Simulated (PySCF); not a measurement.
**C4H3F3NO2: g tensor and hyperfine couplings**

Species: C₄H₃F₃NO₂ (doublet state).
Structure used (GFN2-xTB), in Å, numbered top down from 1:
```xyz
13
C4H3F3NO2 angstrom
O      3.9533   -0.0087    0.9063
C      3.0843    0.4483    0.2194
N      1.7959    0.1394    0.0922
C      0.9415    0.7982   -0.7699
C     -0.3457    0.5003   -0.9042
O     -0.9090   -0.5411   -0.1362
C     -2.1961   -0.7638   -0.3301
F     -2.5929   -1.7560    0.4527
F     -2.9714    0.2982   -0.0550
F     -2.4965   -1.1050   -1.5944
H      1.3667   -0.6164    0.6363
H      1.3773    1.5949   -1.3514
H     -1.0117    1.0123   -1.5763
```

The hyperfine couplings belong to this conformer and change with its torsions.

Identity: `O=[C]N/C=C\OC(F)(F)F` [radical].

Level of theory: UKS B3LYP, pcH-1 on C F H N O, non-relativistic, mean-field spin-orbit, GIAO (PySCF). The structure is a single GFN2-xTB conformer in the gas phase; no vibrational or solvent corrections. Couplings are sensitive to structure, and on GFN2-xTB geometries they can be far from those on DFT ones. No stability test was run, so a lower SCF solution isn't excluded.

```
g1, g2, g3                      : 1.99882, 2.00194, 2.00424
g_iso                           : 2.00167
Form of g                       : rhombic: the two nearest values differ by 42 % of g3 − g1
⟨S²⟩                            : 0.7531 (exact 0.7500)
α and β electrons               : 39, 38
HOMO–LUMO gap, α and β orbitals : 5.43, 4.63 eV
Total energy                    : -658.93107 Eh
Basis functions                 : 280
```

Isotropic coupling and dipolar principal values T1 to T3, in G (MHz turned into gauss with g_iso; 10 G = 1 mT):

```csv
atom,isotope,a_iso,T1,T2,T3,Mulliken spin population
O1,17O,-16.7,-41.2,20.1,21.1,0.29
C2,13C,162.7,-17.2,-15.7,32.9,0.65
N3,14N,27.3,-1.7,-1.2,2.9,-0.01
C4,13C,4.2,-0.5,-0.1,0.7,0.01
C5,13C,-0.7,-0.8,0.2,0.6,-0.01
O6,17O,-2.2,-0.3,0.0,0.2,0.00
C7,13C,0.4,-0.1,-0.1,0.1,0.00
F8,19F,0.0,-0.2,-0.1,0.3,0.00
F9,19F,0.1,-0.2,-0.1,0.4,0.00
F10,19F,0.1,-0.2,-0.1,0.4,0.00
H11,1H,30.8,-2.5,-0.8,3.2,0.06
H12,1H,-0.7,-1.8,-1.2,3.0,0.01
H13,1H,0.2,-0.3,-0.2,0.5,0.00
```

The Mulliken spin populations are largest on C2 (+0.65), O1 (+0.29) and H11 (+0.06).

Under fast tumbling the dipolar parts average out, and these isotropic splittings remain: 1 × 1H (H11, I = 1/2, 2 lines) with 3.08 mT, 1 × 14N (N3, I = 1, 3 lines) with 2.73 mT and 1 × 1H (H12, I = 1/2, 2 lines) with 0.07 mT.

The 17O coupling of O1 (-46.9 MHz) shows only in satellite lines or after enrichment, since that isotope makes up about 0.038 % of natural oxygen.

The 13C coupling of C2 (455.9 MHz) shows only in satellite lines or after enrichment, since that isotope makes up about 1.07 % of natural carbon.

The spin density at the nucleus, in bohr⁻³, is negative for C5 (-0.0018), for instance. A restricted open-shell determinant has no negative spin density anywhere; here it arises because α and β orbitals differ (spin polarisation).
